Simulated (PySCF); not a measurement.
An unknown shows these calculated signals:

¹H NMR (400 MHz, computed): δ 12.36 (m, 2H), 1.18 (m, 3H), 1.10 (m, 2H).

¹³C{¹H} NMR (computed): δ 245.8 (CH), 10.8 (CH2), 5.5 (CH3).

Calculated, not measured (PySCF 2.14): GIAO PBE0/pcSseg-1 shieldings, structure optimised with GFN2-xTB. One conformer, relativity neglected, gas phase, rapidly exchanging positions averaged.

Chemical shifts δ = σref − σ; TMS for ¹H and ¹³C, all at this level.

Which of these does the molecule contain: a CH3CH2 unit, a vinyl group CH=CH2, a CF3 group, a heteroaromatic ring?

## Answers


- A CH3CH2 unit: yes (δC 5.5, 10.8; δH 1.18 (m), 1.10 (m)).
- A vinyl group CH=CH2: no.
- A CF3 group: no.
- A heteroaromatic ring: no.

The data belong to SMILES [Si](CC)(F)(C=O)C=O, C$_{4}$H$_{7}$FO$_{2}$Si; they needn't prove each group on their own.

Carbon signals by region: 1 in the far downfield region (above 160 ppm), 2 below 50 ppm. Above 160 ppm: 245.8, carbonyl carbon.

Splittings by ¹⁹F in the carbon and heteronuclear signals aren't shown, as no couplings were computed. Shifts are as computed. Against solution values, carbons near 30 ppm lie about +3 ppm off and those near 130 ppm about +5 ppm. Of 1309 compounds with measured shifts, 239 miss one by over three times the rms of a fit or turn the order of signals round; such compounds aren't used in these exercises. Multiplicities follow the n + 1 count of equivalent neighbours, as no J values were calculated; m marks all less simple cases, F and P coupling included.
